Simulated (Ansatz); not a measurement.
Stretching the Se1–Se2 bond in Se2 (multiplicity 3 held). Energies count from the point at 2.188 Å.


Signs of static correlation in cc-pVTZ, with CASSCF(12,8), from Ansatz (a program for electronic structure) runs.

```
R (Å)  T1 of restricted CCSD  ⟨S²⟩ of UHF  largest double amplitude of restricted CCSD  weight of the CASSCF reference in MRCISD               CASSCF natural occupations
-----  ---------------------  -----------  -------------------------------------------  ----------------------------------------  ---------------------------------------
1.751                  0.016        2.036                                        0.050                                     0.902  2.00 2.00 1.99 1.99 1.98 1.01 1.01 0.02
1.969                  0.017        2.042                                        0.070                                     0.899  2.00 2.00 1.97 1.97 1.97 1.02 1.02 0.03
2.188                  0.058        2.045                                        0.102                                     0.897  2.00 2.00 1.96 1.96 1.96 1.04 1.04 0.05
2.407                  0.088        2.027                                        0.140                                     0.896  2.00 2.00 1.93 1.93 1.93 1.07 1.07 0.08
2.626                  0.078        2.119                                        0.134                                     0.896  2.00 2.00 1.90 1.90 1.89 1.10 1.10 0.12
2.954                    [?]        2.694                                        0.215                                     0.896  2.00 2.00 1.81 1.81 1.78 1.19 1.19 0.23
3.282                  0.031        2.901                                        0.312                                     0.898  2.00 2.00 1.96 1.96 1.52 1.04 1.04 0.48
3.829                  0.028        3.006                                          [?]                                     0.900  2.00 2.00 2.00 2.00 1.19 1.00 1.00 0.81
4.376                  0.031        3.036                                        0.610                                     0.900  2.00 2.00 2.00 2.00 1.08 1.00 1.00 0.92
5.033                  0.032        3.036                                        0.703                                     0.900  2.00 2.00 2.00 2.00 1.00 1.00 1.00 1.00
5.908                  0.031        3.036                                        0.758                                     0.900  2.00 2.00 2.00 2.00 1.00 1.00 1.00 1.00
7.002                  0.029        3.036                                        0.781                                     0.900  2.00 2.00 2.00 2.00 1.00 1.00 1.00 1.00
8.753                  0.029        3.036                                        0.794                                     0.900  2.00 2.00 2.00 2.00 1.00 1.00 1.00 1.00
```

**Question.** Fill in the missing entries.

**Answer.** 
- 2.954, T1 of restricted CCSD: 0.048
- 3.829, largest double amplitude of restricted CCSD: 0.479

Doubts at one or more of the structures used: T1 above 0.05 (RO-CCSD(T)/cc-pVTZ, U-CCSD(T)/cc-pVTZ); a restricted determinant that unrestricted orbitals would lower (RO-CCSD(T)/cc-pVTZ); other coupled-cluster roots lie near (RO-CCSD(T)/cc-pVTZ); a spin-contaminated determinant (U-CCSD(T)/cc-pVTZ); the program's own flag: large difference (U-CCSD(T)/cc-pVTZ).
